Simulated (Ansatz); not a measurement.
Cost and result for the atomization energy of C3H6BNO (`CB1COC=N1`) (12 atoms, 12 bonds).

```xyz
12

C    -0.646   -1.510    0.885
B    -0.253   -0.201    0.142
C     1.185    0.359   -0.211
O     0.882    1.582   -0.924
C    -0.446    1.661   -0.947
N    -1.184    0.765   -0.407
H     0.173   -1.993    1.421
H    -1.025   -2.229    0.148
H    -1.473   -1.332    1.577
H     1.807    0.620    0.650
H     1.786   -0.273   -0.872
H    -0.806    2.551   -1.462
```

Charge 0, multiplicity 1. The geometry is a stationary point of PBE0-D4/def2-TZVP. Program: Ansatz. All runs use 4 threads of an Arm Neoverse V1 on a shared host. Times are those of one run each, without the atoms' runs, and a repeat can differ threefold. Electronic energies, without spin–orbit coupling; frozen cores. CCSD(T)/CBS adds CCSD(T) − MP2 in def2-TZVPP to the MP2 limit, and its time is that of the two runs behind it. T1 = 0.015. B3LYP takes the VWN-RPA correlation (the form of Gaussian; ORCA's B3LYP/G).

CCSD(T)/CBS is a level of theory with its own doubt, some kJ/mol a heavy atom from the limit and from the frozen cores, so smaller differences don't rank the functionals.

```json
{"level": "PBE-D4/def2-TZVPP (with forces)", "functions": "270", "wall time": "3.1 s"}
{"level": "PBE0-D4/def2-TZVPP", "functions": "270", "wall time": "4.2 s"}
{"level": "r2SCAN-D4/def2-TZVPP (with forces)", "functions": "270", "wall time": "6.5 s"}
{"level": "B3LYP-D4/def2-TZVPP (with forces)", "functions": "270", "wall time": "7.5 s"}
{"level": "B2PLYP/def2-TZVPP", "functions": "270", "wall time": "9 s"}
{"level": "ωB97X-V/def2-TZVPP", "functions": "270", "wall time": "11 s"}
{"level": "ωB97M-V/def2-TZVPP (with forces)", "functions": "270", "wall time": "16 s"}
{"level": "MP2/def2-QZVPP", "functions": "522", "wall time": "46 s"}
{"level": "CCSD(T)/def2-TZVPP", "functions": "270", "wall time": "5 min"}
{"level": "CCSD(T)/CBS(def2)", "functions": "–", "wall time": "5.8 min"}
```

Question: What atomization energy does each give, and how far from CCSD(T)/CBS? (Best estimate.)

Answer: Computed: 
| level | atomization (kcal/mol) | difference from CCSD(T)/CBS | per bond |
| --- | --- | --- | --- |
| PBE-D4/def2-TZVPP (with forces) | 1263.2 | 48.8 | 4.1 |
| PBE0-D4/def2-TZVPP | 1233.9 | 19.5 | 1.6 |
| r2SCAN-D4/def2-TZVPP (with forces) | 1227.6 | 13.2 | 1.1 |
| B3LYP-D4/def2-TZVPP (with forces) | 1223.4 | 9.0 | 0.8 |
| B2PLYP/def2-TZVPP | 1210.8 | -3.6 | -0.3 |
| ωB97X-V/def2-TZVPP | 1224.1 | 9.7 | 0.8 |
| ωB97M-V/def2-TZVPP (with forces) | 1226.7 | 12.3 | 1.0 |
| MP2/def2-QZVPP | 1231.3 | 16.9 | 1.4 |
| CCSD(T)/def2-TZVPP | 1183.4 | -31.0 | -2.6 |
| CCSD(T)/CBS(def2) | 1214.4 | 0.0 | 0.0 |

From PBE to PBE0 (25 % exact exchange), in def2-TZVPP and without D4, the atomization energy moves by −28.4 kcal/mol: exact exchange takes away binding that semilocal exchange gives to molecules. The D4 term adds +8.8 kcal/mol with B3LYP and +4.6 kcal/mol with PBE0; it sums over pairs of atoms, weighted by their polarisabilities, and B3LYP, whose exchange is more repulsive, gets the larger term. In def2-TZVPP, CCSD(T) changes the Hartree–Fock value by +306.9 kcal/mol (the triples alone add +21.9 kcal/mol) and MP2 by +336.6 kcal/mol; breaking electron pairs costs correlation energy, which Hartree–Fock lacks.
